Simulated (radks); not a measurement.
Calculated with a radial shooting solver on a logarithmic mesh with Libxc functionals: non-relativistic Kohn-Sham, LB94 model potential, spin-unpolarised, spherical densities, point nucleus. Response by self-consistent Sternheimer equations with the Hartree and adiabatic LDA kernel. Estimate the static dipole polarisabilities of Mg8+ ([He] 2s2) and B+ ([He] 2s2) and the C6 coefficients of the three pairs.

Answer. alpha = 0.2589 and 10.93 bohr^3; C6 = 0.05944 (Mg8+-Mg8+), 1.093 (Mg8+-B+), 28.86 (B+-B+) hartree bohr^6.
